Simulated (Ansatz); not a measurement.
`[CH3][Zn][S][Si](C)(C)C`, charge 0, multiplicity 1.

Question: Give a relaxed structure at PBE0-D4/def2-TZVP (Ansatz 0.2.0). (An estimate is asked.)

Answer: The calculation gave: 
```xyz
19

C     0.021   -3.205   -2.147
Zn    0.733   -2.139   -0.698
S     1.539   -0.955    0.928
Si    0.238    0.742    0.746
C    -1.544    0.244    1.039
C     0.789    1.960    2.053
C     0.387    1.512   -0.956
H    -0.918   -2.779   -2.508
H     0.724   -3.242   -2.982
H    -0.174   -4.227   -1.815
H    -1.654   -0.251    2.007
H    -2.198    1.122    1.026
H    -1.900   -0.445    0.268
H     0.166    2.859    2.027
H     0.714    1.520    3.050
H     1.827    2.259    1.893
H     0.037    0.832   -1.738
H     1.426    1.769   -1.176
H    -0.213    2.425   -1.020
```
This is one stationary point; other conformers may exist.
